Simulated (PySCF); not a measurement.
Q: What does the GFN2-xTB structure of TMS, `C[Si](C)(C)C` look like in three dimensions?

A: 
```
atom  x, y, z in Å
C1    -0.4066   -1.2134   -1.4194
Si2   -0.0012   -0.0007   -0.0018
C3     0.0081    1.7855   -0.6754
C4    -1.3198   -0.1549    1.3703
C5     1.7161   -0.4155    0.7216
H6    -1.3797   -1.0036   -1.8532
H7    -0.4187   -2.2416   -1.0702
H8     0.3270   -1.1480   -2.2173
H9     0.2425    2.5019    0.1064
H10   -0.9581    2.0579   -1.0892
H11    0.7465    1.9077   -1.4621
H12   -2.3121    0.0753    0.9941
H13   -1.3509   -1.1605    1.7791
H14   -1.1170    0.5258    2.1917
H15    1.7463   -1.4264    1.1171
H16    2.4931   -0.3368   -0.0328
H17    1.9775    0.2592    1.5312
```

Orientation and origin are arbitrary. Atoms count from 1 in this order. All 4 C–Si bonds measure 1.909 Å. Si2 (four-coordinate silicon) is tetrahedral (angles from 109.4° to 109.6°).

Bonds between heavy atoms (Å): C1–Si2 1.909, Si2–C3 1.909, Si2–C4 1.909, Si2–C5 1.909.

Structure optimised with GFN2-xTB, isolated species.

Point group: Td (every atom within 0.08 Å of its image). Not checked by GFN2-xTB frequencies.

The numbers are calculated, not measured.
